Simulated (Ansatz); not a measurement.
Abridged output of a molecular run in Ansatz:

```
Functional definition: HF
1486 factors; integrals over basis functions are off by at most 9.6e-4 eV
mean field evaluation 1: about -17369.6154 eV, gradient 4.2e1 eV
mean field evaluation 2: about -17369.8120 eV, gradient 4.2e1 eV
mean field evaluation 4: about -17373.6706 eV, gradient 4.1e0 eV
mean field evaluation 8: about -17373.7290 eV, gradient 2.6e-1 eV
mean field -17373.72937134 eV, -638.4727780601 hartree, gradient 2.3e-6 eV, S^2 0.000000; 0 other end points of the search recorded, 0 dependent functions left out
9 core orbitals not correlated: weight in the atoms' cores, before any rotation towards them, 1.000 or more for the frozen orbitals, at most 0.000 for the correlated occupied ones
reference -17373.72937134 eV, -638.4727780601 hartree; 15, 15 occupied and 226, 226 virtual orbitals, 1486 factors
second order -23.90934299 eV of doubles, -0.00000000 eV of singles
cycle   1  -24.53296227 eV  change   -6.2e-1 eV  update   9.5e-2
cycle   2  -25.05007894 eV  change   -5.2e-1 eV  update   2.7e-2
cycle   3  -25.15963641 eV  change   -1.1e-1 eV  update   1.4e-2
cycle   4  -25.15038310 eV  change    9.3e-3 eV  update   3.4e-3
cycle   5  -25.14953157 eV  change    8.5e-4 eV  update   1.5e-3
cycle   6  -25.14985078 eV  change   -3.2e-4 eV  update   4.4e-4
cycle   7  -25.14963404 eV  change    2.2e-4 eV  update   1.6e-4
cycle   8  -25.14962439 eV  change    9.6e-6 eV  update   4.4e-5
cycle   9  -25.14963727 eV  change   -1.3e-5 eV  update   1.5e-5
perturbative correction -0.99407922 eV, -0.0365317377 hartree
Total energy: -17399.87308784 eV, -639.4335419204 hartree
```

Its atoms:

Z-matrix (Å, degrees):
```
C
C 1 1.524
H 1 1.092 2 111.3
H 1 1.091 2 111.0 3 119.4
H 1 1.092 2 111.4 3 -120.2
B 2 1.570 1 116.7 3 -61.9
H 2 1.100 1 109.2 3 178.3
H 2 1.098 1 110.2 3 63.5
Cl 6 1.769 2 120.9 1 -31.2
O 6 1.351 2 123.9 1 150.9
H 10 0.961 6 112.7 2 -2.6
```

Task: Which basis set was used?
A. cc-pV(D+d)Z
B. def2-TZVPP
C. def2-SVP
D. def2-SVPD

Result: B. It gives 250 functions.

Task: Write the keys of the input that set method, charge and spin (a neutral closed shell needs none for the last two).

Result: 
```yaml
correlation: {method: ccsd_t}
```
